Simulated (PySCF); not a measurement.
These 3 structures share the formula C5H9NO2. Method: PBE0-D3(BJ)/def2-SVP geometry optimisation, gas phase in PySCF 2.14.0. One conformer each; no zero-point energy, no entropy. No frequencies were run at this level. Point groups hold within 0.08 Å.

Question: Rank from lowest to highest electronic energy at this level (kcal/mol).
A. `[CH3:1][C:2](=[O:3])[N:4]([CH3:5])[C:6]([CH3:7])=[O:8]` with C1–C2–N4–C5 1°, C2–N4–C6–C7 1°
B. `[O:1]=[CH:2][N:3]1[CH2:4][CH2:5][O:6][CH2:7][CH2:8]1` with O1–C2–N3–C4 2°, C2–N3–C4–C5 124°, N3–C4–C5–O6 53°, C4–C5–O6–C7 -60°, C5–O6–C7–C8 60°
C. `[CH2:1]=[CH:2][NH:3][C:4](=[O:5])[CH2:6][O:7][CH3:8]` with C1–C2–N3–C4 -179°, C2–N3–C4–O5 0°, N3–C4–C6–O7 20°, C4–C6–O7–C8 82°

Answer: A (0.0), B (17.1), C (31.3).

As drawn, the highest has an N–H bond and a C=C bond outside aromatic rings, which the lowest lacks.

```tsv
SMILES	E (Eh)	E rel (kcal/mol)	dipole (D)	point group	A, B, C (MHz)
CC(=O)N(C)C(C)=O	-400.44150	0.0	2.89	near Cs	3185, 1807, 1179
O=CN1CCOCC1	-400.41417	17.1	2.81	C1	4211, 1577, 1267
C=CNC(=O)COC	-400.39154	31.3	2.86	C1	3091, 1324, 1012
```

As an exercise, what shares would exp(−E/RT) give at 2000 K from these electronic energies alone (no entropy, no degeneracies)?

RT = 3.974 kcal/mol: CC(=O)N(C)C(C)=O 98.6 %, O=CN1CCOCC1 1.3 %, C=CNC(=O)COC under 0.1 %.
